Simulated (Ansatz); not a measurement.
Geometry optimisation, Ansatz 0.2.0, RKS B3LYP/6-31G*.

Input file:

```yaml
crystal:
  periodic: [false, false, false]
  atoms:
    - { symbol: Si, position_ang: [0.0, 0.0, 0.0] }
    - { symbol: H, position_ang: [0.7956, 0.0, 1.4569] }
    - { symbol: C, position_ang: [2.003, 0.0, 0.5226] }
    - { symbol: H, position_ang: [2.3507, -1.0463, 0.3944] }
    - { symbol: H, position_ang: [2.0515, 0.5276, -0.4528] }
    - { symbol: H, position_ang: [2.655, 0.5187, 1.2561] }
    - { symbol: F, position_ang: [-0.7489, 1.2974, -0.5295] }
    - { symbol: C, position_ang: [-0.8808, -1.5259, -0.6227] }
    - { symbol: H, position_ang: [-1.3804, -2.0377, 0.2261] }
    - { symbol: H, position_ang: [-1.6409, -1.2332, -1.3768] }
    - { symbol: H, position_ang: [-0.1449, -2.2146, -1.0879] }
basis:
  gaussian: { orbitals: "6-31G*" }
hamiltonian:
  xc: b3lyp
relax:
  f_tol: 0.15
  max_steps: 25
  restrain:
    - { distance: [1, 2], at: 1.11, k: 30.0 }
    - { distance: [0, 1], at: 2.66, k: 30.0 }
    - { distance: [0, 2], at: 3.07, k: 30.0 }
```

Run as:

```bash
$ ansatz run input.yaml --threads 1 --pin off --max-ram 2048MiB --backend cpu --events-out ev --progress --plain --runs-dir out
```

Task: Where does it end, and by what steps?

Result: The forces met the threshold. The restraints hold the end off the free minimum. After 12 steps the energy has fallen by 3.538 eV (the restraints' own energy left out); Si1 moved furthest, 1.04 Å. Parted: Si1–C3 (2.07 → 3.08 Å). Joined: H2–C3 (1.53 → 1.10 Å).

```json
{"step": "0", "energy less start (eV)": "0.0000", "largest force component (eV/Å)": "5.388", "accepted": "yes"}
{"step": "1", "energy less start (eV)": "1.4585", "largest force component (eV/Å)": "6.712", "accepted": "yes"}
{"step": "2", "energy less start (eV)": "1.8591", "largest force component (eV/Å)": "5.941", "accepted": "yes"}
{"step": "3", "energy less start (eV)": "0.8505", "largest force component (eV/Å)": "7.201", "accepted": "yes"}
{"step": "4", "energy less start (eV)": "-1.1300", "largest force component (eV/Å)": "5.060", "accepted": "yes"}
{"step": "5", "energy less start (eV)": "-2.3002", "largest force component (eV/Å)": "2.295", "accepted": "yes"}
{"step": "6", "energy less start (eV)": "-2.9912", "largest force component (eV/Å)": "2.028", "accepted": "yes"}
{"step": "7", "energy less start (eV)": "-3.2031", "largest force component (eV/Å)": "1.744", "accepted": "yes"}
{"step": "8", "energy less start (eV)": "-3.4423", "largest force component (eV/Å)": "0.874", "accepted": "yes"}
{"step": "9", "energy less start (eV)": "-3.5078", "largest force component (eV/Å)": "0.467", "accepted": "yes"}
{"step": "10", "energy less start (eV)": "-3.5278", "largest force component (eV/Å)": "0.365", "accepted": "yes"}
{"step": "11", "energy less start (eV)": "-3.5360", "largest force component (eV/Å)": "0.229", "accepted": "yes"}
{"step": "12", "energy less start (eV)": "-3.5378", "largest force component (eV/Å)": "0.250", "accepted": "yes"}
```

```xyz
11
Properties=species:S:1:pos:R:3
Si -0.979 0.289 0.173
H 1.288 0.049 1.544
C 2.028 -0.058 0.734
H 2.094 -1.106 0.431
H 1.758 0.562 -0.125
H 2.997 0.272 1.119
F -0.477 1.166 -1.118
C -0.900 -1.456 -0.611
H -0.987 -2.248 0.142
H -1.762 -1.554 -1.290
H -0.001 -1.628 -1.213
```

Run time: 42 s on 1 thread of Arm Neoverse V2 (shared host), peak memory 0.14 GiB.
